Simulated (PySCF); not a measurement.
Dissociation curve of CH3Br, SMILES CBr, singlet. The C1–Br5 bond (C1 also carries H, H, H; Br5 carries nothing else) is stretched with both fragments frozen at the PBE0/def2-TZVP optimised geometry.

- CASSCF(2,2)/cc-pVDZ (PySCF)
- RKS-B3LYP = restricted B3LYP/cc-pVDZ (PySCF)
- UCCSD(T) = CCSD(T) on UHF/cc-pVDZ, 10 core orbitals frozen run with PySCF

Energies relative to the lowest point of each curve near equilibrium, in kcal/mol:

```csv
R / Å,"CASSCF(2,2)",RKS-B3LYP
1.73,17.7,15.5
1.80,8.1,6.7
1.97,0.0,0.0
2.14,3.7,4.9
2.26,9.5,11.6
2.39,17.0,20.1
3.15,52.1,66.6
3.82,61.0,90.4
4.25,62.3,99.1
4.76,62.8,105.3
5.16,62.9,108.2
6.73,63.0,112.5
```

### Question
What does UCCSD(T) give at the same points?

### Answer
1.73: 15.3; 1.80: 6.4; 1.97: 0.0; 2.14: 5.4; 2.26: 12.3; 2.39: 21.3; 3.15: 65.1; 3.82: 72.5; 4.25: 73.4; 4.76: 73.8; 5.16: 73.9; 6.73: 74.1 (kcal/mol).

At the longest distance RKS-B3LYP leaves fractional charges on the fragments, a sign of delocalisation error or of the restricted form. The restricted form behind RKS-B3LYP keeps the bonding electrons paired and can't separate into open-shell fragments. The unrestricted determinant behind UCCSD(T) is spin-contaminated at 2.39 to 6.73 Å (<S²> up to 1.0, against 0.00 for a pure singlet).
